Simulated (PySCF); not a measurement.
NMR data sheet: C₆H₉N

| Property | Result |
| --- | --- |
| Formula | C6H9N |
| SMILES | C=C=CC/C=N\C |
| InChI | InChI=1S/C6H9N/c1-3-4-5-6-7-2/h4,6H,1,5H2,2H3/b7-6- |
| Point group of the computed structure | C1 |
| Degrees of unsaturation | 3 |
| Carbon signals | 6 |
| Proton signals | 5 |

Mapped SMILES: `[CH2:1]=[C:2]=[CH:3][CH2:4]/[CH:5]=[N:6]\[CH3:7]`. Hydrogens are named by the atom that carries them.

PySCF calculation with structure optimised with GFN2-xTB and shieldings: GIAO PBE0/pcSseg-1; fast rotation and ring inversion assumed for equivalent nuclei, in vacuum, no relativistic terms, a single conformation.

δ = σ(ref) − σ, references computed at the same level: TMS for 1H (31.72 ppm) and 13C (186.93 ppm); 15N (267.73 ppm) vs NH3.

| carbon | δC, type | δH (multiplicity) | HMBC from (2–3 bonds) | span of the C tensor (ppm) |
| --- | --- | --- | --- | --- |
| C1 | 78.6, CH2 | 4.97 (m) | H(C3) | 150 |
| C2 | 222.0, C | – | H(C3), H(C1), H(C4) | 80 |
| C3 | 92.9, CH | 5.53 (m) | H(C5), H(C1), H(C4) | 152 |
| C4 | 33.6, CH2 | 2.81 (m) | H(C5), H(C3) | 13 |
| C5 | 169.8, CH | 7.69 (t) | H(C3), H(C7), H(C4) | 191 |
| C7 | 40.6, CH3 | 3.53 (s) | H(C5) | 49 |

Other nuclei:
```csv
atoms,nucleus,environment,δ (ppm),σ (ppm)
N6,15N,imine nitrogen,384.2,-116.5
```

Carbon types of the structure: 1 × C, 2 × CH, 2 × CH2, 1 × CH3, which accounts for all hydrogens. δC 222.0: central carbon of an allene; the central sp carbon of an allene is among the most deshielded carbons of hydrocarbons. δC 169.8: C=N carbon. δC 92.9, 78.6: terminal carbon of a cumulated C=C=C unit. δC 33.6: allylic sp3 CH2; a saturated carbon with 2 carbon neighbours and no heteroatom attached. δH 3.53: hydrogen on a methyl carbon bonded to N; its carbon carries N, an electronegative neighbour.

Shifts are as computed. Against solution values, carbons near 30 ppm lie about +3 ppm off and those near 130 ppm about +5 ppm. Of 1211 compounds with measured shifts, 218 miss one by over three times the rms of a fit or turn the order of signals round; such compounds aren't used in these exercises. Experimental scales use liquid or dissolved standards, which lie at an offset from isolated NH3 (liquid NH3: subtract about 20 ppm). Unscaled 15N shifts of sp2 nitrogen come out 20 to 40 ppm too high even then. No couplings were computed; multiplicities are counted from neighbouring protons, with m where these are inequivalent, close in shift, in a saturated or five-membered ring or joined by F or P, and br s for small geminal =CH2 splittings.
